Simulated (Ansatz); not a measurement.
Spin states of the cluster TiSi5, each relaxed with r2SCAN-D4/def2-SVP in Ansatz. Electronic energies in the gas phase.

LC-ωPBE has ω = 0.4 bohr⁻¹. The structure comes from a short search, and lower isomers may exist.

Singlet geometry (Cs within 0.1 Å):

Cartesian coordinates in Å:
```
Ti 0.520 1.760 0.350
Si -1.039 0.110 -0.767
Si 0.066 -2.018 -0.966
Si -1.369 0.758 1.502
Si 1.364 0.077 -1.120
Si 0.459 -0.687 1.000
```

Triplet geometry:

```csv
atom,x (Å),y (Å),z (Å)
Ti1,-1.5617,0.4693,1.0745
Si2,-0.4402,0.2202,-1.2547
Si3,1.9001,0.2107,-0.9802
Si4,-1.1750,-1.7360,-0.1538
Si5,0.5294,1.6263,0.4786
Si6,0.7474,-0.7905,0.8357
```

Quintet geometry:

```xyz
6

Ti    0.923   -0.343    1.692
Si   -0.491    1.227    0.293
Si    0.083    1.048   -1.931
Si   -1.678   -0.569    1.332
Si    1.696   -0.278   -0.759
Si   -0.533   -1.085   -0.626
```

Run but left out: HF/STO-3G (singlet: restricted singlet, unstable in another Hartree–Fock run and untested here); B2PLYP/def2-TZVP (singlet: restricted singlet, unstable towards broken spin symmetry).

Only these spin states were relaxed. Higher spins weren't run and may lie lower. The quintet has other bonds than the singlet, so the gap mixes isomer and spin.

```csv
level,triplet − singlet (kJ/mol),quintet − singlet (kJ/mol),lowest of these
PBE0-D4/def2-TZVP,9.5,105.9,singlet
LC-ωPBE/def2-TZVP,-4.5,78.3,triplet
```

(1) Estimate the rows for PBE-D4/def2-TZVP, r2SCAN-D4/def2-TZVP.

(2) How do the metal–ligand distances follow the spin state?

Results:

(1) 
```
              level  triplet − singlet (kJ/mol)  quintet − singlet (kJ/mol)  lowest of these
   PBE-D4/def2-TZVP                        42.7                       153.6          singlet
r2SCAN-D4/def2-TZVP                        24.0                       125.2          singlet
```



(2) 
| state | donor atoms | mean metal–ligand distance (Å) | range (Å) | Mulliken spin on the metal (PBE0) |
| --- | --- | --- | --- | --- |
| singlet | 4 | 2.470 | 2.39–2.53 | 0 |
| triplet | 4 | 2.564 | 2.46–2.64 | 1.88 |
| quintet | 4 | 2.644 | 2.53–2.84 | 2.59 |

⟨S²⟩ at PBE0-D4/def2-TZVP: singlet 0.00 (pure 0.00), triplet 2.06 (pure 2.00), quintet 6.04 (pure 6.00).
